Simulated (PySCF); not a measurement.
Species: CH₁₂OSi₄.
Cartesian coordinates in Å at the GFN2-xTB level; atoms count from 1:
```
atom  x, y, z in Å
C1     1.9988    1.1919   -0.6492
O2     0.9201    0.4199   -1.0569
Si3   -0.2761   -0.1943   -0.0947
Si4   -1.3481    1.6188    0.9400
Si5   -1.4867   -1.2568   -1.7666
Si6    0.7226   -1.6243    1.4750
H7     1.6613    2.0729   -0.0944
H8     2.6677    0.6123   -0.0062
H9     2.5469    1.5155   -1.5346
H10   -2.7310    1.2920    1.2957
H11   -1.4103    2.8287    0.1090
H12   -0.6946    2.0592    2.1826
H13   -2.0065   -0.3931   -2.8307
H14   -2.6605   -1.8570   -1.1198
H15   -0.7958   -2.3565   -2.4473
H16    1.5610   -0.9316    2.4664
H17   -0.2889   -2.3594    2.2383
H18    1.6114   -2.6322    0.8819
```

Method used: TDDFT wB97X-D/def2-SVPD, vertical, gas phase, core orbitals frozen in the response in PySCF.

Ground-to-excited transition dipoles (e·a0, same axes as the geometry; the sign carries no meaning), for the states with f of 0.002 or more among the lowest 8:

```
state  E (eV)      μx      μy      μz
   S1   5.311   0.241  -0.317   0.097
   S2   5.726  -0.280  -0.255  -0.455
   S3   6.239   0.147  -0.235   0.047
   S4   6.405  -0.114  -0.102  -0.571
   S5   6.744   0.332  -0.809  -0.147
   S6   6.819  -0.490  -0.129  -0.688
   S8   7.260  -0.709   1.142  -0.140
```

**Question.** Work out the oscillator strengths.

**Answer.** f = (2/3) ΔE |μ|² with ΔE in hartree (27.2114 eV).

```json
{"state": "S1", "|μ|² (au)": "0.168", "|μ| (D)": "1.04", "f": "0.022"}
{"state": "S2", "|μ|² (au)": "0.350", "|μ| (D)": "1.50", "f": "0.049"}
{"state": "S3", "|μ|² (au)": "0.079", "|μ| (D)": "0.71", "f": "0.012"}
{"state": "S4", "|μ|² (au)": "0.349", "|μ| (D)": "1.50", "f": "0.055"}
{"state": "S5", "|μ|² (au)": "0.787", "|μ| (D)": "2.25", "f": "0.130"}
{"state": "S6", "|μ|² (au)": "0.729", "|μ| (D)": "2.17", "f": "0.122"}
{"state": "S8", "|μ|² (au)": "1.826", "|μ| (D)": "3.44", "f": "0.325"}
```

**Question.** What angle do the transition dipoles of S3 and S6 make?

**Answer.** |cos θ| = |μa·μb| / (|μa| |μb|) = 0.31, so θ ≈ 72° (taken between 0 and 90°, since the signs are arbitrary).

**Question.** How is the summed strength of these states shared among x, y and z?

**Answer.** (2/3) Σ ΔE μα² gives 0.172 for x, 0.375 for y and 0.168 for z, 0.715 in all.

**Question.** What peak molar absorption coefficient would the strongest computed level give as a lone Gaussian band 0.4 eV wide at half height?

**Answer.** ε(max) = 2.175×10⁸ f / FWHM, with the width in cm⁻¹. S8: 2.175×10⁸ × 0.3249 / 3226 ≈ 22000 L mol⁻¹ cm⁻¹.
